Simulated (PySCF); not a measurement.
5,5-difluorocyclopenta-1,3-diene (C₅H₄F₂), SMILES FC1(F)C=CC=C1. Geometry: PBE-D3(BJ)/def2-SVP. The values are those of a single conformer.

Computed equilibrium geometry at PBE-D3(BJ)/def2-SVP (PySCF confirms it by a frequency run) as Cartesian coordinates in Å, and its point group (one conformer of several):
point group C2v.
```xyz
11

F      1.1000     0.0000    -1.4052
C      0.0000     0.0000    -0.5831
F     -1.1000     0.0000    -1.4052
C      0.0000    -1.2030     0.3540
C      0.0000    -0.7469     1.6243
C      0.0000     0.7469     1.6243
C      0.0000     1.2030     0.3540
H      0.0000    -2.2378    -0.0101
H      0.0000    -1.3602     2.5363
H      0.0000     1.3602     2.5363
H      0.0000     2.2378    -0.0101
```
